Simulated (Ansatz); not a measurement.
Molecule: CH2NS (charge 0, doublet). It need not be the lowest isomer of its formula. SMILES: N[C]=S
Coordinates optimised at B3LYP-D3(BJ)/def2-TZVP (Ansatz, a program for electronic structure):
```
N
H 1 1.0071
C 1 1.3129 2 120.60
H 1 1.0157 2 117.02 3 180.00
S 3 1.5929 1 136.94 2 180.00
```
Charge 0, spin multiplicity 2.

Parts of the frozen-core correlation energy in cc-pV(T+d)Z (Ansatz, hartree). Frozen orbitals: 7; correlated occupied orbitals by spin: 9 and 8; virtual: 111 and 112. Open shells are spin-unrestricted. No spin-orbit coupling. No relativistic terms.

| term | value |
|---|---|
| reference (HF) | -491.01826 |
| MP2 opposite-spin | -0.38264 |
| MP2 same-spin | [?] |
| CCSD correlation | [?] |
| (T) | [?] |
| T1 diagnostic | 0.023 |
| largest doubles amplitude | 0.068 |
| <S^2> of the reference | 0.777 |

What belongs in the gaps?


- MP2 same-spin, value: -0.13004
- CCSD correlation, value: -0.53699
- (T), value: -0.02775
